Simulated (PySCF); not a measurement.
## Dipole response of Ca⁺ (calcium, charge +1)

[Ar] 3d1, 2D determinant (an excited configuration). Calculation: PySCF 2.14, in def2-QZVPPD; the non-relativistic Hamiltonian (point nucleus). Coupled (time-dependent) response in atomic units; α is the mean over directions.

```json
{"method": "wB97X", "mean α (bohr³)": "40.17", "α xx, yy, zz": "56.56, 56.56, 7.396", "C₆ (like pair)": "106.1", "S(−4)": "14190"}
```

S(−4) is the Cauchy moment in α(ω) = α(0) + S(−4) ω² + …

α(iu) at wB97X:

```tsv
u (hartree)	α(iu) (bohr³)
0	40.17
0.0500	23.36
0.100	13.94
0.200	9.057
0.300	7.263
0.500	5.261
0.750	3.828
1.00	2.926
1.50	1.852
2.00	1.260
3.00	0.6796
5.00	0.2863
```

A single London oscillator, α(iu) = α/(1 + u²/ω²), gives C₆ = (3/4) ω α². Matching the computed C₆ needs ω = 4 × 106.1 / (3 × 40.17²) = 0.0877 hartree.

For an ion, C₆ is the dispersion term alone; charge-induced terms of lower order in 1/R come first.

The components differ because the open shell of this determinant is not spherical; for a pure term their mean is the scalar polarisability.
